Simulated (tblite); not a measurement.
Species: C5H10Si.
Numbering: `[CH3:1][C@H:2]1[CH:3]=[C:4]1[CH2:5][SiH3:6]` (hydrogens: H7, H8, H9 on C1; H10 on C2; H11 on C3; H12, H13 on C5; H14, H15, H16 on Si6)

Cartesian coordinates in Å at the GFN2-xTB level; atoms count from 1:
```xyz
16
C5H10Si angstrom
C     -2.4265    0.1462    0.5465
C     -1.1196   -0.5998    0.7232
C     -0.5978   -1.5205   -0.3422
C      0.0226   -0.3803   -0.2244
C      1.0799    0.5618   -0.5696
Si     2.4385    0.5516    0.7803
H     -3.2562   -0.4257    0.9606
H     -2.3912    1.1080    1.0580
H     -2.6233    0.3228   -0.5093
H     -0.8998   -0.8305    1.7663
H     -0.7237   -2.4637   -0.8131
H      0.6605    1.5676   -0.6404
H      1.5095    0.3071   -1.5406
H      3.1081   -0.7490    0.7717
H      1.8222    0.7914    2.0848
H      3.3893    1.6219    0.4720
```

Computed values, GFN2-xTB/tblite, gas phase, harmonic and unscaled. Errors from tens to a few hundred cm⁻¹ against measured bands are possible. Modes of hydrogen on silicon can be 10 to 20 % off. One conformer, not necessarily the lowest.

Harmonic wavenumbers (cm⁻¹): 41.4, 103.7, 117.5, 153.8, 191.4, 347.0, 396.9, 471.4, 505.8, 538.5, 651.9, 702.9, 762.8, 771.9, 784.4, 788.1, 803.8, 892.0, 947.8, 1004.1, 1058.6, 1082.6, 1100.2, 1142.4, 1188.6, 1254.5, 1361.8, 1408.9, 1448.4, 1498.4, 1504.9, 1877.9, 2260.4, 2274.9, 2279.4, 2936.8, 2957.0, 2966.0, 2997.8, 3011.5, 3026.9, 3231.3.

A = 6140, B = 1403, C = 1324 MHz; mass 98.055 u (most abundant isotopes); point group C1, symmetry number 1.

**Question.** What is the zero-point energy?

**Answer.** ½Σν̃ = 27423 cm⁻¹ = 328.05 kJ/mol.

**Question.** What is S at 298.15 K and 1 bar for an ideal gas of classical rigid rotors and harmonic oscillators?

**Answer.** Translation 166.04, rotation 116.04, vibration 97.08: S = 379.2 J/(mol K).

**Question.** And Cp and H(298.15 K) − H(0)?

**Answer.** Cp = 137.34 J/(mol K), of which vibrations give 104.08 (their classical limit is 42 R = 349.2); H(298.15 K) − H(0) = 25.15 kJ/mol without the zero-point energy, 15.23 from vibrations.

**Question.** How do the functions run with temperature in this model?

**Answer.** 
| T (K) | S (J/(mol K)) | Cp (J/(mol K)) | H − H(0) (kJ/mol) | G − H(0) (kJ/mol) | ln q(vib) |
| --- | --- | --- | --- | --- | --- |
| 50 | 233.8 | 51.4 | 2.03 | -9.67 | 0.46 |
| 100 | 275.1 | 68.5 | 5.05 | -22.46 | 1.45 |
| 373.15 | 412.9 | 163.7 | 36.45 | -117.61 | 7.08 |
| 500 | 466.2 | 201.2 | 59.69 | -173.42 | 9.72 |
| 750 | 558.5 | 253.9 | 117.06 | -301.85 | 14.79 |
| 1000 | 636.7 | 288.8 | 185.17 | -451.51 | 19.54 |

q(vib) and H(0) count from the zero-point level.

**Question.** What must be added to the electronic energy to get the Gibbs energy at 298.15 K and 1 bar?

**Answer.** ZPE + [H(298.15 K) − H(0)] − T·S = 328.05 + 25.15 − 113.05 = 240.15 kJ/mol.

**Question.** Which modes carry the vibrational entropy at 298.15 K?

**Answer.** 41.4 cm⁻¹: 21.72; 103.7 cm⁻¹: 14.16; 117.5 cm⁻¹: 13.14; 153.8 cm⁻¹: 10.98; 191.4 cm⁻¹: 9.26; 347.0 cm⁻¹: 4.94 J/(mol K); the other 36 give 22.88 together.

**Question.** Blend soft modes into free rotors: weight 1/[1 + (100 cm⁻¹/ν̃)⁴] for the oscillator and the rest for a rotor with moment μB/(μ + B), μ = h/(8π²ν), B = 10⁻⁴⁴ kg m². What vibrational entropy results?

**Answer.** 89.32 J/(mol K) in place of 97.08, which changes −T·S at 298.15 K by +2.31 kJ/mol.

Hindered rotation and anharmonicity are outside this model. Other conformers, if any are populated, would add a mixing term that is left out. The structure is chiral; the term R ln 2 for an equal mix with its mirror image is left out.
